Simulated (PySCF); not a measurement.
ZnH2, SMILES [ZnH2]. The structure is a stationary point at r2SCAN-D4/def2-TZVPD. The isomer is the one that the SMILES or the coordinates give; other isomers of the formula were not compared.

The numbers are results of r2SCAN-D4/def2-TZVPD run with PySCF 2.14.0, not measurements.

Harmonic wavenumbers (cm⁻¹): 667, 667, 1926, 1935. Rotational constants (GHz): 106.8 (linear); symmetry number 2.

Question: Work out the zero-point energy and the ideal-gas rigid-rotor harmonic-oscillator thermochemistry at 298.15 K and 1 atm.

Answer: ZPE = ½ Σ hcν = ½ × 5195 cm⁻¹ = 31.07 kJ/mol. H − E(el) = 40.42 kJ/mol. Entropy in J/(mol K): translation 161.26, rotation 36.33, vibration 2.93, total 200.52. G − E(el) = -19.37 kJ/mol. Cp = 36.71 J/(mol K).
